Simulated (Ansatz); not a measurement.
`[SiH3][O][InH][Cl]` + H₂Se → `[SiH3][O][InH][SeH]` + HCl at 700 K and 1 bar (ligand exchange at the In–Cl bond).

Isolated molecules relaxed with PBE0-D4/def2-TZVP in Ansatz; ΔE leaves out vibrations. CCSD(T)/CBS is the MP2 limit (def2-TZVPP, def2-QZVPP) plus CCSD(T) − MP2 in def2-TZVPP, frozen cores. This one scheme is used for every species. def2 core potentials past Kr. For In, Se outer-core shells are correlated without core-valence functions, which leaves a few kJ/mol of doubt a bond. Scalar relativity is left out up to krypton. Each species was taken in one conformer, which may not be the lowest.

```json
{"species": "`[SiH3][O][InH][Cl]`", "CCSD(T)/CBS energy (Eh)": "-1016.34767", "H − E (kJ/mol)": "168.1", "S (J/(mol·K))": "488.3"}
{"species": "H₂Se", "CCSD(T)/CBS energy (Eh)": "-2401.89790", "H − E (kJ/mol)": "61.1", "S (J/(mol·K))": "251.1"}
{"species": "`[SiH3][O][InH][SeH]`", "CCSD(T)/CBS energy (Eh)": "-2957.86381", "H − E (kJ/mol)": "194.7", "S (J/(mol·K))": "518.8"}
{"species": "HCl", "CCSD(T)/CBS energy (Eh)": "-460.38127", "H − E (kJ/mol)": "38.4", "S (J/(mol·K))": "211.8"}
```

H − E and S are ideal-gas, rigid-rotor, harmonic terms from PBE0-D4/def2-TZVP, for one conformer and one mirror image of each species. 1 Eh = 2625.50 kJ/mol, R = 8.31446 J/(mol·K).

Problem. By hand: ΔE, ΔH, ΔS and ΔG.

Solution. ΔE = (-2957.86381) + (-460.38127) − (-1016.34767) − (-2401.89790) = 0.00049 Eh = 1.3 kJ/mol. Δ(H − E) = 194.7 + 38.4 − 168.1 − 61.1 = 3.9, so ΔH = 5.2 kJ/mol. ΔS = 518.8 + 211.8 − 488.3 − 251.1 = -8.8 J/(mol·K). ΔG = 5.2 − 700 × (-8.8)/1000 = 11.4 kJ/mol.

Problem. By hand: the equilibrium constant, and the temperature at which ΔG would vanish if ΔH and ΔS stayed fixed.

Solution. log₁₀ K = −ΔG/(RT ln 10) = -0.9. ΔH and −TΔS have one sign here, so there is no such temperature. One of them is within its doubt of zero, so this could turn.

TΔS isn't small against ΔH here. A doubt of 5 kJ/mol in ΔE shifts log₁₀ K by 0.4 here. Other conformers and mirror images would add mixing entropy, several J/(mol·K) or more a flexible species. Modes under 60 cm⁻¹, often nearly free rotors, make the harmonic entropy too high. These are equilibria of isolated gas molecules and say nothing of rates. Largest T1 diagnostic: 0.014 (customary marks: 0.02 for closed shells, 0.045 for open ones).
